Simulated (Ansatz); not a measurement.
Cost and result for the atomization energy of C3H7Al (`C=[CH][AlH][CH3]`) (11 atoms, 10 bonds).

Cartesian coordinates in Å:
```
C -1.3061 0.0832 -1.4138
C -1.4231 0.5471 -0.1662
Al 0.0337 0.3557 1.1085
C 1.6733 -0.5333 0.5265
H -0.4010 -0.4135 -1.7589
H -2.0974 0.1701 -2.1569
H -2.3687 1.0296 0.0843
H -0.1307 0.9185 2.5884
H 2.1189 -0.0221 -0.3335
H 2.4280 -0.5737 1.3153
H 1.4732 -1.5615 0.2063
```

Charge 0, multiplicity 1. All single points use the PBE0-D4/def2-TZVP geometry. It is one conformer, not always the lowest. Program: Ansatz. All runs use 2 threads of a server CPU on a shared host. Times are those of one run each, without the atoms' runs, and a repeat can differ threefold. Electronic energies, without spin–orbit coupling; frozen cores. CCSD(T)/CBS adds CCSD(T) − MP2 in def2-TZVPP to the MP2 limit, and its time is that of the two runs behind it. T1 = 0.011. B3LYP takes the VWN-RPA correlation (the form of Gaussian; ORCA's B3LYP/G). HSE06 is the plane-wave form, built on full-range PBE exchange.

CCSD(T)/CBS is a level of theory with its own doubt, some kJ/mol a heavy atom from the limit and from the frozen cores, so smaller differences don't rank the functionals.

```tsv
level	functions	wall time
revPBE-D4/def2-TZVPP	233	1.4 s
PBE-D4/def2-TZVPP (with forces)	233	1.9 s
PBE0-D4/def2-TZVPP	233	2 s
HSE06-D4/def2-TZVPP	233	2.2 s
CCSD(T)/def2-SVP	95	2.3 s
r2SCANh-D4/def2-TZVPP	233	3.1 s
B3LYP-D4/def2-TZVPP (with forces)	233	3.2 s
B2PLYP/def2-TZVPP	233	3.5 s
PBE-QIDH/def2-TZVPP	233	4 s
ωB97M-V/def2-TZVPP (with forces)	233	7 s
MP2/def2-QZVPP	451	16 s
CCSD(T)/def2-TZVPP	233	32 s
CCSD(T)/CBS(def2)	–	48 s
```

**Question.** What atomization energy does each give, and how far from CCSD(T)/CBS? (Estimate.)

**Answer.** Ansatz gave: 
```
                            level  atomization (kcal/mol)  difference from CCSD(T)/CBS  per bond
             revPBE-D4/def2-TZVPP                   963.0                         -7.5      -0.7
  PBE-D4/def2-TZVPP (with forces)                   982.3                         11.8       1.2
               PBE0-D4/def2-TZVPP                   971.8                          1.3       0.1
              HSE06-D4/def2-TZVPP                   972.4                          1.9       0.2
                 CCSD(T)/def2-SVP                   929.4                        -41.1      -4.1
            r2SCANh-D4/def2-TZVPP                   969.1                         -1.4      -0.1
B3LYP-D4/def2-TZVPP (with forces)                   971.6                          1.1       0.1
                B2PLYP/def2-TZVPP                   961.8                         -8.7      -0.9
              PBE-QIDH/def2-TZVPP                   966.1                         -4.4      -0.4
 ωB97M-V/def2-TZVPP (with forces)                   972.9                          2.4       0.2
                   MP2/def2-QZVPP                   969.5                         -1.0      -0.1
               CCSD(T)/def2-TZVPP                   949.3                        -21.2      -2.1
                CCSD(T)/CBS(def2)                   970.5                          0.0       0.0
```

In def2-TZVPP, CCSD(T) changes the Hartree–Fock value by +211.8 kcal/mol (the triples alone add +11.8 kcal/mol) and MP2 by +219.5 kcal/mol; breaking electron pairs costs correlation energy, which Hartree–Fock lacks. The D4 term adds +6.9 kcal/mol with B3LYP and +3.6 kcal/mol with PBE0; it sums over pairs of atoms, weighted by their polarisabilities, and B3LYP, whose exchange is more repulsive, gets the larger term. At CCSD(T), def2-SVP lies −41.1 kcal/mol from the extrapolated value and def2-TZVPP −21.2 kcal/mol: correlation converges slowly with the basis, and small sets miss more of it in the bonded molecule than in its fragments.
